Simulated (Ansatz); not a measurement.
Consider the ligand exchange at the Si–S bond: `NC[SiH2]S` + H–F → `NC[SiH2]F` + H₂S.

Computed with Ansatz on PBE0-D4/def2-TZVP structures; ΔE is electronic, products minus reactants. CBS: MP2 limit from def2 TZ/QZ plus the TZ coupled-cluster correction, frozen cores. This one scheme is used for every species. Functionals use def2-TZVPP. Each species was taken in one conformer, which may not be the lowest.

Problem. Is it downhill or uphill in electronic energy at CCSD(T)/CBS, and by how much? (Best estimate.)

Solution. Ansatz gave: Downhill: ΔE = -17.4 kcal/mol.

Problem. What do these levels give: PBE-D4, PBE0-D4, ωB97X-V, MP2/def2-TZVPP, HF/def2-QZVPP, MP2/def2-QZVPP? (An estimate is asked.)

Solution. Computed: PBE-D4 -15.1, PBE0-D4 -15.4, ωB97X-V -18.9, MP2/def2-TZVPP -17.1, HF/def2-QZVPP -24.0, MP2/def2-QZVPP -16.9 kcal/mol.

Largest T1 diagnostic among the species: 0.010.

In def2-TZVPP, CCSD(T) changes the Hartree–Fock value by +5.3 kcal/mol (the triples alone add +1.0 kcal/mol) and MP2 by +6.4 kcal/mol. The D4 term adds +1.9 kcal/mol with B3LYP and +1.0 kcal/mol with PBE0; it sums over pairs of atoms, weighted by their polarisabilities, and B3LYP, whose exchange is more repulsive, gets the larger term.

B3LYP here is the variant with VWN-RPA as its local correlation; programs differ in this.
